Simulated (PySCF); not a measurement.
These 2 structures share the formula C5H12Si2. Theory: PySCF, PBE0-D3(BJ)/def2-SVP geometry optimisation, gas phase. One conformer each; no zero-point energy, no entropy. No frequencies were run at this level. Point groups hold within 0.08 Å.

Problem. Rank from lowest to highest electronic energy at this level (kJ/mol).
A. `[SiH3:1][CH2:2][SiH:3]1[CH2:4][CH:5]=[CH:6][CH2:7]1` with Si1–C2–Si3–C4 172°
B. `[CH2:1]=[CH:2][CH2:3][SiH2:4]/[CH:5]=[CH:6]\[SiH3:7]` with C1–C2–C3–Si4 105°, C2–C3–Si4–C5 49°, C3–Si4–C5–C6 59°

Solution. A (0.0), B (157.1).

```json
{"SMILES": "[SiH3]C[SiH]1CC=CC1", "E (Eh)": "-775.94461", "E rel (kJ/mol)": "0.0", "dipole (D)": "0.90", "point group": "C1", "A, B, C (MHz)": "4000, 939.7, 833.1"}
{"SMILES": "C=CC[SiH2]/C=C\\[SiH3]", "E (Eh)": "-775.88477", "E rel (kJ/mol)": "157.1", "dipole (D)": "0.45", "point group": "C1", "A, B, C (MHz)": "2481, 937.8, 838.4"}
```

Problem. How do the relative energies change in single points at B3LYP/def2-SVPD (no added dispersion term) on the same geometries?

Solution. 
| SMILES | PBE0-D3(BJ)/def2-SVP (kJ/mol) | B3LYP/def2-SVPD (kJ/mol) | shift |
| --- | --- | --- | --- |
| [SiH3]C[SiH]1CC=CC1 | 0.0 | 0.0 | 0.0 |
| C=CC[SiH2]/C=C\[SiH3] | 157.1 | 124.0 | -33.1 |

Each column counts from its own lowest isomer. The order is unchanged; the largest shift is 33.1 kJ/mol.
